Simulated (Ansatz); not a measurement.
Program: Ansatz. Geometries: PBE0-D4/def2-TZVP. ΔE: electronic, gas phase. CBS: MP2 limit from def2 TZ/QZ plus the TZ coupled-cluster correction, frozen cores. Functionals use def2-TZVPP. One conformer a species, not always the lowest.

Reaction (cleavage of the Si–Si bond): `O=CO[SiH2][SiH3]` + `CBN` → `CBN[SiH3]` + `O=CO[SiH3]`

```csv
level,ΔE (kJ/mol)
LDA (SPW92),-16.7
LC-ωPBE,-29.6
HF/def2-TZVPP,-55.9
HF/def2-QZVPP,-57.2
```

What does CCSD(T)/CBS give? (Best estimate.)

Ansatz gave: -38.6 kJ/mol. The listed levels differ from it by 21.9, 9.0, -17.3, -18.6 kJ/mol.

What do rigid-rotor, harmonic-oscillator terms from PBE0-D4/def2-TZVP frequencies (298.15 K, 1 bar) make of the CCSD(T)/CBS value? (Best estimate.)

Ansatz gave: ΔZPE = -5.1 kJ/mol, ΔH = -44.6 kJ/mol, ΔS = -2 J/(mol·K), ΔG = -44.0 kJ/mol.

Largest T1 diagnostic among the species: 0.016.

Leaving LDA and LC-ωPBE aside and taking each functional with its dispersion term where it has one, the values, not all of them listed here, spread over 26.9 kJ/mol, from BHLYP-D4 to PBE-D4. In def2-TZVPP, CCSD(T) changes the Hartree–Fock value by +16.6 kJ/mol (the triples alone add +2.3 kJ/mol) and MP2 by +8.6 kJ/mol. From r2SCAN to r2SCAN0 (25 % exact exchange), in def2-TZVPP and without D4, ΔE moves by −3.7 kJ/mol.
